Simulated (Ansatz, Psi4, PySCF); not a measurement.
C4H10AlO (SMILES [CH3][Al][O]C(C)C), doublet, geometry from GFN2-xTB (such geometries of metal compounds can be far from the true shape) (the spin is typed, not shown lowest) (in this run its highest filled SCF level lies above zero, so its values depend strongly on the basis, on diffuse functions most of all), atoms displaced at random by about 0.08 Å a coordinate. Base run: R2SCAN/STO-3G, gradient (PySCF).

Input for PySCF:
```python
from pyscf import gto, scf, dft

mol = gto.Mole()
mol.atom = '''
    Al    0.626376    0.447432    1.399678
    C    -0.404170    1.278947    3.031209
    H    -1.378149    0.756803    3.339525
    H    -0.767832    2.381420    2.728995
    H     0.304249    1.439404    3.750270
    O     0.036136    0.180248   -0.089404
    C    -0.621928   -0.380005   -1.553536
    C    -0.635403   -1.769421   -1.379053
    C     0.557505    0.132936   -2.560513
    H    -1.564599    0.231266   -1.737240
    H     0.249076   -2.454697   -1.124312
    H    -1.081242   -2.077747   -2.427903
    H    -1.369988   -2.119106   -0.577323
    H     0.766463    1.110631   -2.471867
    H     1.547161   -0.548878   -2.229320
    H     0.179516   -0.264356   -3.426504
'''
mol.basis = 'sto-3g'
mol.charge = 0
mol.spin = 1
mol.verbose = 4
mol.build()

mf = dft.UKS(mol)
mf.xc = 'r2scan'
mf.kernel()
g = mf.nuc_grad_method()
grad = g.kernel()
```

Programs used: Ansatz (an electronic-structure program), Psi4, PySCF; a row that names a program was run with it.

The coordinate followed is z of atom 6.

Each row names what was changed in the base input (with any setting that the change needs).

```
change                                                  dE/dx (Eh/bohr)  net force (Eh/bohr)
------------------------------------------------------  ---------------  -------------------
base                                                           0.064971             0.001513
code = ansatz                                                  0.065457             0.000000
grids.level = 1; grid_response = off                           0.066274             0.005101
finite difference step (bohr) = 1e-4; conv_tol = 1e-11         0.065417                    -
finite difference step (bohr) = 0.05; conv_tol = 1e-11         0.065628                    -
conv_tol = 1e-6                                                0.064991             0.001514
finite difference step (bohr) = 1e-5; conv_tol = 1e-11         0.065417                    -
grids.level = 0; grid_response = on                            0.065628             0.000000
density fitting = on; auxbasis_response = off                  0.063971             0.001805
finite difference step (bohr) = 0.2; conv_tol = 1e-11          0.068744                    -
code = psi4                                                    0.065443             0.001767
grids.level = 1; grid_response = on                            0.065584             0.000000
```

The net force is zero for an exact gradient.

Open shells are given as the SCF converged; they aren't shown to be the lowest states, and a large step between rows can be another state.
